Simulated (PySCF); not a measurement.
A run for PySCF: D3(BJ) and D4 dispersion corrections on H4O2Si (SMILES O[SiH2]O), a point of a torsion scan.

```python
from pyscf import gto
from pyscf.dispersion import dftd3, dftd4

mol = gto.M(
    atom='''
    O    -1.29191920    0.57947501    0.28814520
    Si   -0.11111877   -0.50357242   -0.00410857
    O     1.38046592    0.12789389    0.17023091
    H    -1.22152948    1.48239035   -0.00981212
    H    -0.06000957   -0.90206932   -1.40093573
    H    -0.41851283   -1.53355232    0.97427035
    H     1.69902952    0.44831025    1.00955345
    ''',
    basis='def2-svp',
    charge=0, spin=0, verbose=0, max_memory=1800)
d3, d4 = {}, {}
for xc in ['hf', 'pbe', 'blyp', 'revpbe', 'tpss', 'r2scan', 'b3lyp', 'pbe0', 'bhlyp', 'camb3lyp', 'b2plyp']:
    d3[xc] = float(dftd3.DFTD3Dispersion(mol, xc=xc, version='d3bj', atm=False).get_dispersion()['energy'])
    print(f'D3(BJ) {xc:10s} {d3[xc]:14.8f} Eh')
for xc in ['hf', 'pbe', 'blyp', 'revpbe', 'tpss', 'r2scan', 'b3lyp', 'pbe0', 'bhlyp', 'camb3lyp', 'b2plyp']:
    d4[xc] = float(dftd4.DFTD4Dispersion(mol, xc={'camb3lyp': 'cam-b3lyp'}.get(xc, xc), atm=True).get_dispersion()['energy'])
    print(f'D4     {xc:10s} {d4[xc]:14.8f} Eh')
```

Output:

```
D3(BJ) hf            -0.03270646 Eh
D3(BJ) pbe           -0.00357397 Eh
D3(BJ) blyp          -0.00773401 Eh
D3(BJ) revpbe        -0.00920708 Eh
D3(BJ) tpss          -0.00447411 Eh
D3(BJ) r2scan        -0.00092771 Eh
D3(BJ) b3lyp         -0.00632099 Eh
D3(BJ) pbe0          -0.00304392 Eh
D3(BJ) bhlyp         -0.00500636 Eh
D3(BJ) camb3lyp      -0.00269811 Eh
D3(BJ) b2plyp        -0.00292230 Eh
D4     hf            -0.01341542 Eh
D4     pbe           -0.00345002 Eh
D4     blyp          -0.00786111 Eh
D4     revpbe        -0.01160826 Eh
D4     tpss          -0.00467577 Eh
D4     r2scan        -0.00079151 Eh
D4     b3lyp         -0.00559630 Eh
D4     pbe0          -0.00284909 Eh
D4     bhlyp         -0.00404241 Eh
D4     camb3lyp      -0.00284276 Eh
D4     b2plyp        -0.00237719 Eh
```

The run finished.

Cost: roughly 0.05 core-seconds.
